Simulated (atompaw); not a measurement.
Before and after: PAW (atompaw) potential for Rh

* Element: Rh
* Generator: atompaw 4.2.0.5
* Type: PAW
* Functional: PBEsol
* Relativity: scalar-relativistic
* Frozen core: [Ar] 3d10 4s2
* Valence charge: 15
* Reference configuration: 4p6 4d8 5s1 5p0
* Partial waves: 5s (bound); 5s channel at 1.15 Ry; 4p (bound); 5p (bound, empty); 4d (bound); 4d channel at 0.3 Ry
* Local potential: troulliermartins scheme with l = 3 at -0.5 Ry, radius 2.35 bohr
* Core correction: smooth core density matched at 2.85 bohr
* Augmentation charge: sinc compensation charge, radius 2.95 bohr; PAW radius 3.00 bohr; waves and projectors: bloechl

Change: all radii scaled by about 0.85 (s 2.56, p 1.36, d 2.56 bohr); local potential troulliermartins scheme with l = 3 at -0.5 Ry, radius 2.00 bohr; augmentation sinc compensation charge, radius 2.52 bohr; PAW radius 2.56 bohr; waves and projectors: bloechl; core correction smooth core density matched at 2.44 bohr.

Cutoffs: the cutoffs (Ry, on a coarse ladder) from which the occupation-weighted sum of valence levels, in a spherical-Bessel basis at the reference potential, stays within 10 and 1 mRy of its value at 400 Ry; they do not see the model core or the augmentation charge, which bear on the density cutoff.

Problem. What does the change do?

Solution. The potential gets harder (35 Ry and 50 Ry → 50 Ry and 80 Ry); both files keep a bound ghost (s). A smaller radius makes the pseudo-wave follow the all-electron one further in, where it bends more sharply, so more plane waves are needed.

```tsv
quantity	base	changed
cutoff, loose	35 Ry	50 Ry
cutoff, tight	50 Ry	80 Ry
loose cutoff by channel (10 mRy a level)	s 6 Ry, p 25 Ry, d 30 Ry	s 6 Ry, p 35 Ry, d 40 Ry
bound ghosts	s	s
lowest overlap eigenvalue by channel	s 0.14, p 0.93, d 1.00	s 0.01, p 0.68, d 0.93
```

 A true bound ghost makes a file unfit for plane-wave use even where its test errors are small: the radial tests pick states by their node count and pass the ghost by. The cutoffs see the waves, projectors and local potential, not the compensation charge or the core.
